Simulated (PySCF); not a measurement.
Run times: chromium in even-tempered 21s14p11d5f5g

Measured wall times of calculations with PySCF 2.14 in an uncontracted even-tempered set (21 s from 0.054 bohr⁻², ratio 2.5; 14 p from 0.071 bohr⁻², ratio 2.5; 11 d from 0.071 bohr⁻², ratio 2.5; 5 f from 0.49 bohr⁻², ratio 2.7; 5 g from 0.74 bohr⁻², ratio 2.7), with scalar relativity by spin-free X2C-1e, run from one Python driver. Hardware: 1 thread of Neoverse-V2 on a shared host, 3 GiB allowed. The two-electron integrals over 198 functions were computed once and kept in memory (2.7 CPU seconds with the set-up); the times below exclude them. Kohn-Sham runs start from converged Hartree-Fock orbitals.

Launch command (the driver calls PySCF for each step listed in the task file):

```bash
OMP_NUM_THREADS=1 python atomrun2.py TASK.json OUT
```

| species | step | iterations | wall time (s) |
| --- | --- | --- | --- |
| Cr²⁺ [Ar] 3d4 | UHF with spin-orbit constants | 7 | 49 |
| Cr²⁺ [Ar] 3d4 | LDA | 6 | 4.8 |
| Cr²⁺ [Ar] 3d4 | PBE | 6 | 5.8 |
| Cr²⁺ [Ar] 3d4 | PBE0 | 6 | 16 |
| Cr²⁺ [Ar] 3d4 | MP2 (12 electrons) |  | 9.6 |
| Cr³⁺ [Ar] 3d3 | UHF with spin-orbit constants | 6 | 47 |
| Cr³⁺ [Ar] 3d3 | LDA | 6 | 4.8 |
| Cr³⁺ [Ar] 3d3 | PBE | 6 | 5.8 |
| Cr³⁺ [Ar] 3d3 | PBE0 | 5 | 13 |
| Cr³⁺ [Ar] 3d3 | r2SCAN | 5 | 14 |
| Cr³⁺ [Ar] 3d3 | MP2 (11 electrons) |  | 9.7 |

Question: Roughly how long does r2SCAN take for Cr²⁺ [Ar] 3d4 here?

Answer: About 17 s.

Peak memory of the process: 2 GiB. Times on a shared host vary from run to run.
